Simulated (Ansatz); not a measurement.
System (SMILES): [B]=N (B-NH), doublet.
Atoms: B1, N2, H3. Bonds: B1-N2, N2-H3.

Basis-set convergence of the optimised B1-N2 bond length at HF with Ansatz (an electronic-structure program). Cartesian d functions, on some or all atoms, in 6-31G*, 6-31+G*; all else is spherical. The program fits the integrals of some runs and decomposes those of others, by size. Open shells are unrestricted. No added dispersion term, no relativity. Reference: the value in aug-pcseg-3, 1.2213 Å, itself unsure by roughly 0.0004 Å (its mean distance from aug-cc-pVQZ, def2-QZVPPD, pcseg-3).

| basis | functions | optimised B1-N2 bond length (Å) |
|---|---|---|
| 6-31G* | 32 | 1.2280 |
| def2-SVP | 33 | 1.2304 |
| 6-31+G* | 40 | … |
| 6-311G** | 42 | … |
| def2-SVPD | 48 | … |
| 6-311+G** | 50 | 1.2264 |
| aug-cc-pVDZ | 55 | … |
| pcseg-2 | 74 | 1.2214 |
| aug-pcseg-2 | 115 | 1.2215 |

Task: Fill in the missing entries.

Result: 
- 6-31+G*, optimised B1-N2 bond length (Å): 1.2289
- 6-311G**, optimised B1-N2 bond length (Å): 1.2248
- def2-SVPD, optimised B1-N2 bond length (Å): 1.2300
- aug-cc-pVDZ, optimised B1-N2 bond length (Å): 1.2286
